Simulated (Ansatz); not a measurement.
Reaction (ligand exchange at the In–C bond): `[CH3][InH][CH2]Cl` + `C=C=CO` → `C=C=C[O][InH][CH3]` + `CCl`

Computed with Ansatz on PBE0-D4/def2-TZVP structures; ΔE is electronic, products minus reactants. CBS: MP2 limit from def2 TZ/QZ plus the TZ coupled-cluster correction, frozen cores. This one scheme is used for every species. Functionals use def2-TZVPP. B3LYP here is the variant with VWN-RPA as its local correlation; programs differ in this. def2 core potentials past Kr. For In outer-core shells are correlated without core-valence functions, which leaves a few kJ/mol of doubt a bond. Each species was taken in one conformer, which may not be the lowest.

```csv
level,ΔE (eV)
PBE0-D4,-0.86
B3LYP-D4,-0.89
PBE,-0.82
MP2/CBS(def2),-0.98
```

**Question.** What does CCSD(T)/CBS give? (Estimate.)

**Answer.** The calculation gave: -0.93 eV. The listed levels differ from it by 0.07, 0.04, 0.11, -0.05 eV.

Largest T1 diagnostic among the species: 0.015.

In def2-TZVPP, CCSD(T) changes the Hartree–Fock value by −0.05 eV (the triples alone add −0.04 eV) and MP2 by −0.10 eV. The D4 term adds −0.07 eV with B3LYP and −0.04 eV with PBE0; it sums over pairs of atoms, weighted by their polarisabilities, and B3LYP, whose exchange is more repulsive, gets the larger term.
